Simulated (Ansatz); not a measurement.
CH₉BOSi₂, SMILES `BCO[SiH2][SiH3]`, charge 0, multiplicity 1.

Task: Give a relaxed structure at PBE0-D4/def2-TZVP (Ansatz). (Estimate.)

Result: Computed: 
Cartesian coordinates in Å:
```
B -0.657 2.522 -1.140
C -0.695 1.160 -0.407
O 0.374 0.926 0.489
Si 0.496 -0.464 1.368
Si 0.778 -2.362 0.012
H 0.217 3.315 -0.961
H -1.546 2.761 -1.906
H -0.749 0.371 -1.181
H -1.670 1.084 0.109
H -0.731 -0.657 2.201
H 1.667 -0.284 2.261
H -0.382 -2.549 -0.904
H 2.011 -2.254 -0.815
H 0.886 -3.571 0.875
```
This is one stationary point; other conformers may exist.
